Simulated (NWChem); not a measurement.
Molecule: HSO$_{3}$, doublet; SMILES O=[S](O)=O

```xyz
5

O      1.4300     0.1736     0.1957
S      0.0328     0.1280    -0.2512
O     -0.9751     1.0877     0.1868
O     -0.5644    -1.3454     0.1508
H      0.1812    -1.9682     0.1694
```
Atoms are numbered in this order, from 1.

Program: NWChem. Spin-unrestricted. The geometry was optimised at PBE0/def2-SVP, spin-unrestricted. No stability test was run on the SCF state. Fermi-contact couplings, non-relativistic, static geometry.

**Question.** What does the run give for TPSSh/IGLO-III? Quantities: A(iso) 17O atom 1 (MHz); A(iso) 33S atom 2 (MHz); A(iso) 17O atom 3 (MHz); A(iso) 17O atom 4 (MHz); A(iso) 1H atom 5 (MHz); <S²>.

**Answer.** The A(iso) 17O atom 1 (MHz) is -17.7. The A(iso) 33S atom 2 (MHz) is 312. The A(iso) 17O atom 3 (MHz) is -17.3, the A(iso) 17O atom 4 (MHz) comes out as -43.1 and the A(iso) 1H atom 5 (MHz) is -7.6. The <S²> is 0.755.
